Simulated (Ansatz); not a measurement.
This geometry of ClFH$_{4}$HfO$_{3}$ (10 atoms, charge 0, multiplicity 1) is a first-order saddle point.

All numbers below come from RKS PBE/def2-SVP (Ansatz 0.2.0).

```xyz
10
Properties=species:S:1:pos:R:3
Hf 0.112 0.279 0.078
Cl 0.574 -0.366 2.749
O 1.760 -0.238 -0.788
H 2.209 -0.725 -1.493
O -0.852 1.437 -1.148
H -1.577 1.447 -1.789
O -1.064 -1.259 0.070
H -1.497 -2.024 0.473
F 0.605 1.880 1.370
H 0.706 1.043 2.295
```

Problem. Which two structures does it join? (They come from a converged band through this point; their orientation in space is the band's.)

Solution. Bonds broken: Hf1–Cl2, F9–H10. Bonds formed: Cl2–H10. ClFH4HfO3 becomes ClH + FH3HfO3.

Initial state:

```xyz
10
Properties=species:S:1:pos:R:3
Hf 0.022 -0.012 0.206
Cl 0.080 -0.044 2.716
O 1.709 -0.240 -0.727
H 2.225 -0.833 -1.292
O -1.185 1.230 -0.659
H -1.424 1.921 -1.291
O -0.850 -1.712 -0.038
H -1.542 -2.364 -0.205
F 1.058 1.957 1.110
H 0.885 1.567 1.999
```

Final state:

```xyz
10
Properties=species:S:1:pos:R:3
Hf -0.136 0.397 -0.213
Cl 1.437 -0.476 3.158
O 1.609 -0.124 -0.849
H 2.455 -0.515 -1.095
O -1.032 1.446 -1.567
H -1.510 1.730 -2.355
O -1.225 -1.130 0.238
H -1.562 -1.992 0.511
F 0.066 1.551 1.376
H 0.873 0.584 2.613
```

Problem. How far does it lie above each of them?

Solution. 3.9 kcal/mol above the first and 3.6 kcal/mol above the second. This is the barrier of this one path; another mechanism may lie lower. The orbitals stay closed-shell, which can raise the energy where a bond breaks towards radicals; this wasn't checked here.

Time of the run: 3 min on 4 threads of Arm Neoverse V1 (shared host), peak memory 0.19 GiB.
